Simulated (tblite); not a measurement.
Species: C8H10NP.
Structure used (GFN2-xTB), in Å, numbered top down from 1:
```
atom  x, y, z in Å
C1     1.824    2.147   -1.148
C2     1.723    1.310   -0.122
C3     1.121    0.025   -0.236
C4     0.775   -1.103    0.361
C5     0.762   -1.864    1.620
P6     0.419   -1.174   -1.441
C7    -1.410   -0.672   -1.537
C8    -2.051   -0.130   -0.258
C9    -1.579    1.189    0.075
N10   -1.235    2.249    0.330
H11    1.443    1.877   -2.120
H12    2.276    3.118   -1.051
H13    2.092    1.574    0.862
H14    1.682   -1.681    2.175
H15   -0.075   -1.548    2.246
H16    0.664   -2.932    1.429
H17   -1.502    0.059   -2.345
H18   -1.951   -1.569   -1.853
H19   -3.137   -0.066   -0.392
H20   -1.847   -0.799    0.583
```

Computed values, GFN2-xTB/tblite, gas phase, harmonic and unscaled. Against measured fundamentals such values can be off by several per cent, at times by over 20. One conformer, not necessarily the lowest. The optimisation stopped once no atom felt more than 0.01 eV/Å.

Lowest wavenumbers of the output (negative numbers stand for imaginary wavenumbers):
```
mode    cm-1
  1     -62.7
  2       3.2
  3      67.7
  4      95.8
  5     103.5
  6     137.5
  7     150.3
  8     185.0
  9     234.0
 10     247.6
 11     356.6
 12     374.0
 13     385.5
 14     459.1
 15     542.7
```

Question: Is this structure a minimum?

Answer: No. 1 mode is imaginary beyond 20i (63i cm⁻¹), so at this level the point lies at or near a first-order saddle.

Question: Which atoms move in the imaginary mode?

Answer: 63i: H16 (methyl hydrogen) 35 %, H15 (methyl hydrogen) 34 %, H14 (methyl hydrogen) 27 %. These are shares of the mass-weighted motion.

Question: What is the remedy?

Answer: Step along that mode in both directions, optimise again with tighter thresholds and repeat the frequencies. The zero-point energy of this point (96.0 kcal/mol) counts the 53 real modes alone, and thermal corrections from it aren't those of a minimum.
